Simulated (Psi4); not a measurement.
C2H9InN, charge +1, singlet, geometry from GFN2-xTB (such geometries of metal compounds can be far from the true shape) (all electrons, no relativity); Psi4 1.11 with R2SCAN/STO-3G.

Psi4 was given this input:
```
memory 2 GB

molecule mol {
1 1
In    0.010292    0.258088    0.069890
C     1.737976    0.846921   -1.260392
H     2.617363    0.310167   -0.909066
H     1.882445    1.922931   -1.185765
H     1.476893    0.555876   -2.276344
C    -1.697171    0.229969    1.548244
H    -2.566370   -0.171661    1.030314
H    -1.878857    1.247850    1.887715
H    -1.400438   -0.410344    2.376955
N    -0.083260   -2.144349   -0.577018
H    -0.746334   -2.314445   -1.332088
H    -0.368775   -2.743576    0.196452
H     0.817743   -2.494014   -0.900788
}

set {
  basis sto-3g
  reference rks
  scf_type pk
  puream true
  d_convergence 1e-8
  dft_radial_points 99
  dft_spherical_points 590
}

energy('r2scan')
print_variables()
```

The log (banner, timings and long lists left out):

```
   => Loading Basis Set <=

    Name: STO-3G
    Role: ORBITAL
    Keyword: BASIS

         ---------------------------------------------------------
                                   SCF
               by Justin Turney, Rob Parrish, Andy Simmonett
                          and Daniel G. A. Smith
                              RKS Reference
         ---------------------------------------------------------

  ==> Geometry <==

    Molecular point group: c1
    Full point group: C1

    Geometry (in Angstrom), charge = 1, multiplicity = 1:

       Center              X                  Y                   Z               Mass
    ------------   -----------------  -----------------  -----------------  -----------------
         IN           0.008200823780     0.206097791365     0.055792296291   114.903878776000
         C            1.735884823780     0.794930791365    -1.274489703709    12.000000000000
         H            2.615271823780     0.258176791365    -0.923163703709     1.007825032230
         H            1.880353823780     1.870940791365    -1.199862703709     1.007825032230
         H            1.474801823780     0.503885791365    -2.290441703709     1.007825032230
         C           -1.699262176220     0.177978791365     1.534146296291    12.000000000000
         H           -2.568461176220    -0.223651208635     1.016216296291     1.007825032230
         H           -1.880948176220     1.195859791365     1.873617296291     1.007825032230
         H           -1.402529176220    -0.462334208635     2.362857296291     1.007825032230
         N           -0.085351176220    -2.196339208635    -0.591115703709    14.003074004430
         H           -0.748425176220    -2.366435208635    -1.346185703709     1.007825032230
         H           -0.370866176220    -2.795566208635     0.182354296291     1.007825032230
         H            0.815651823780    -2.546004208635    -0.914885703709     1.007825032230

  Running in c1 symmetry.

  Rotational constants: A =      0.14672  B =      0.10135  C =      0.06197 [cm^-1]
  Rotational constants: A =   4398.42843  B =   3038.41539  C =   1857.74647 [MHz]
  Nuclear repulsion =  357.571197466824515

  Charge       = 1
  Multiplicity = 1
  Electrons    = 76
  Nalpha       = 38
  Nbeta        = 38

  ==> Algorithm <==

  SCF Algorithm Type is PK.
  DIIS enabled.
  MOM disabled.
  Fractional occupation disabled.
  Guess Type is SAD.
  Energy threshold   = 1.00e-06
  Density threshold  = 1.00e-08
  Integral threshold = 1.00e-12

  ==> Primary Basis <==

  Basis Set: STO-3G
    Blend: STO-3G
    Number of shells: 29
    Number of basis functions: 51
    Number of Cartesian functions: 53
    Spherical Harmonics?: true
    Max angular momentum: 2

  ==> DFT Potential <==

   => LibXC <=

    Version 7.1.2
    S. Lehtola, C. Steigemann, M. J. T. Oliveira, and M. A. L. Marques,  SoftwareX 7, 1–5 (2018) (10.1016/j.softx.2017.11.002)

   => Composite Functional: R2SCAN <=

    r2SCAN Meta-GGA XC Functional  (0.1021/acs.jpclett.0c02405)
    J. W. Furness, A. D. Kaplan, J. Ning, J. P. Perdew, J. Sun  J. Phys. Chem. Lett.  11, 8208–8215, 2020

    Deriv               =              1
    GGA                 =           TRUE
    Meta                =           TRUE

    Exchange Hybrid     =          FALSE
    MP2 Hybrid          =          FALSE

   => Exchange Functionals <=

    1.0000   XC_MGGA_X_R2SCAN

   => Correlation Functionals <=

    1.0000   XC_MGGA_C_R2SCAN

   => LibXC Density Thresholds  <==

    XC_MGGA_C_R2SCAN:  1.00E-15
    XC_MGGA_X_R2SCAN:  1.00E-11

   => Molecular Quadrature <=

    Radial Scheme          =       TREUTLER
    Pruning Scheme         =           NONE
    Nuclear Scheme         =       TREUTLER

    Blocking Scheme        =         OCTREE
    BS radius alpha        =              1
    Pruning alpha          =              1
    Radial Points          =             99
    Spherical Points       =            590
    Total Points           =         711321
    Total Blocks           =           5001
    Max Points             =            256
    Max Functions          =             48
    Weights Tolerance      =       1.00E-15

  ==> Integral Setup <==

  Using in-core PK algorithm.
   Calculation information:
      Number of atoms:                  13
      Number of AO shells:              29
      Number of primitives:             87
      Number of atomic orbitals:        53
      Number of basis functions:        51

      Integral cutoff                 1.00e-12
      Number of threads:                 1

  Performing in-core PK
  Using 1759602 doubles for integral storage.
  We computed 85194 shell quartets total.
  Whereas there are 94830 unique shell quartets.

  ==> DiskJK: Disk-Based J/K Matrices <==

    J tasked:                  Yes
    K tasked:                   No
    wK tasked:                  No
    Schwarz Cutoff:          1E-12

  Minimum eigenvalue in the overlap matrix is 2.3582358224E-01.
  Reciprocal condition number of the overlap matrix is 1.0172069455E-01.
    Using symmetric orthogonalization.

  ==> Pre-Iterations <==

  SCF Guess: Superposition of Atomic Densities via on-the-fly atomic UHF (no occupation information).

   -------------------------
    Irrep   Nso     Nmo
   -------------------------
     A         51      51
   -------------------------
    Total      51      51
   -------------------------

  ==> Iterations <==

                        Total Energy        Delta E     RMS |[F,P]|

   @RKS iter SAD: -5815.73048959496555   -5.81573e+03   0.00000e+00
   @RKS iter   1: -5819.20917451454898   -3.47868e+00   1.15765e-02 DIIS/ADIIS
   @RKS iter   2: -5818.84036844753882    3.68806e-01   1.78757e-02 DIIS/ADIIS
   @RKS iter   3: -5819.54444997275368   -7.04082e-01   1.59059e-03 DIIS/ADIIS
   @RKS iter   4: -5819.54720052318589   -2.75055e-03   1.44448e-03 DIIS/ADIIS
   @RKS iter   5: -5819.55054844082406   -3.34792e-03   2.23965e-04 DIIS/ADIIS
   @RKS iter   6: -5819.55066072776208   -1.12287e-04   3.97796e-05 DIIS
   @RKS iter   7: -5819.55066457658268   -3.84882e-06   5.73682e-06 DIIS
   @RKS iter   8: -5819.55066463799176   -6.14091e-08   7.81538e-07 DIIS
   @RKS iter   9: -5819.55066463934054   -1.34878e-09   4.48047e-07 DIIS
   @RKS iter  10: -5819.55066463971798   -3.77440e-10   6.84531e-08 DIIS
   @RKS iter  11: -5819.55066463974526   -2.72848e-11   1.82380e-09 DIIS
  Energy and wave function converged.

  ==> Post-Iterations <==

   Electrons on quadrature grid:
      Ntotal   =   75.9999977736 ; deviation = -2.226e-06

    Orbital Energies [Eh]
    ---------------------

    Doubly Occupied:

       1A   -975.942427     2A   -141.691632     3A   -134.503575
       4A   -134.502783     5A   -134.502643     6A    -25.851324
       7A    -23.182826     8A    -23.180028     9A    -23.177447
      10A    -15.508996    11A    -15.508653    12A    -15.506359
      13A    -15.504621    14A    -15.504430    15A    -14.237000
      16A     -9.978147    17A     -9.977899    18A     -3.712710
      19A     -2.658568    20A     -2.649655    21A     -2.641834
      22A     -1.045435    23A     -0.762401    24A     -0.757998
      25A     -0.643008    26A     -0.642075    27A     -0.492754
      28A     -0.486916    29A     -0.486474    30A     -0.482323
      31A     -0.477266    32A     -0.439164    33A     -0.407364
      34A     -0.406948    35A     -0.397474    36A     -0.395630
      37A     -0.355487    38A     -0.347510

    Virtual:

      39A     -0.143906    40A     -0.088313    41A     -0.058650
      42A      0.128723    43A      0.163388    44A      0.169337
      45A      0.193142    46A      0.299806    47A      0.300576
      48A      0.303989    49A      0.304448    50A      0.311831
      51A      0.313125

    Final Occupation by Irrep:
              A
    DOCC [    38 ]
    NA   [    38 ]
    NB   [    38 ]

  @RKS Final Energy: -5819.55066463974526

   => Energetics <=

    Nuclear Repulsion Energy =            357.5711974668245148
    One-Electron Energy =               -8746.6513728545523918
    Two-Electron Energy =                2747.0737249641215385
    DFT Exchange-Correlation Energy =    -177.5442142161394941
    Empirical Dispersion Energy =           0.0000000000000000
    VV10 Nonlocal Energy =                  0.0000000000000000
    Total Energy =                      -5819.5506646397452641

Computation Completed

Properties will be evaluated at   0.000000,   0.000000,   0.000000 [a0]

Properties computed using the SCF density matrix

 Multipole Moments:

 ------------------------------------------------------------------------------------
     Multipole            Electronic (a.u.)      Nuclear  (a.u.)        Total (a.u.)
 ------------------------------------------------------------------------------------

 L = 1.  Multiply by 2.5417464519 to convert [e a0] to [Debye]
 Dipole X            :          0.2323942           -0.3043075           -0.0719132
 Dipole Y            :          5.7271336           -7.5650519           -1.8379183
 Dipole Z            :          1.5578907           -2.0513774           -0.4934868
 Magnitude           :                                                    1.9043751

 ------------------------------------------------------------------------------------

  Variable Map:
  ----------------------------------------------------------------------------
  "CURRENT ENERGY"              =>   -5819.550664639745
  "CURRENT REFERENCE ENERGY"    =>   -5819.550664639745
  "DD SOLVATION ENERGY"         =>       0.000000000000
  "DFT FUNCTIONAL TOTAL ENERGY" =>   -5819.550664639745
  "DFT TOTAL ENERGY"            =>   -5819.550664639745
  "DFT VV10 ENERGY"             =>       0.000000000000
  "DFT XC ENERGY"               =>    -177.544214216139
  "GRID ELECTRONS ALPHA"        =>      37.999998886780
  "GRID ELECTRONS BETA"         =>      37.999998886780
  "GRID ELECTRONS TOTAL"        =>      75.999997773561
  "NUCLEAR REPULSION ENERGY"    =>     357.571197466825
  "ONE-ELECTRON ENERGY"         =>   -8746.651372854552
  "PCM POLARIZATION ENERGY"     =>       0.000000000000
  "PE ENERGY"                   =>       0.000000000000
  "SCF ITERATION ENERGY"        =>   -5819.550664639745
  "SCF ITERATIONS"              =>      11.000000000000
  "SCF TOTAL ENERGY"            =>   -5819.550664639745
  "TWO-ELECTRON ENERGY"         =>    2747.073724964122
  "XC GRID RADIAL POINTS"       =>      99.000000000000
  "XC GRID SPHERICAL POINTS"    =>     590.000000000000
  "XC GRID TOTAL POINTS"        =>  711321.000000000000

  Array Variable Map:
  ----------------------------------------------------------------------------
  "CURRENT DIPOLE"              =>      -0.071913232117 ... -0.493486766852 1 by 3
  "SCF DIPOLE"                  =>      -0.071913232117 ... -0.493486766852 1 by 3
  "SCF TOTAL ENERGIES"          =>   -5815.730489594966 ... -5819.550664639745 1 by 12
```
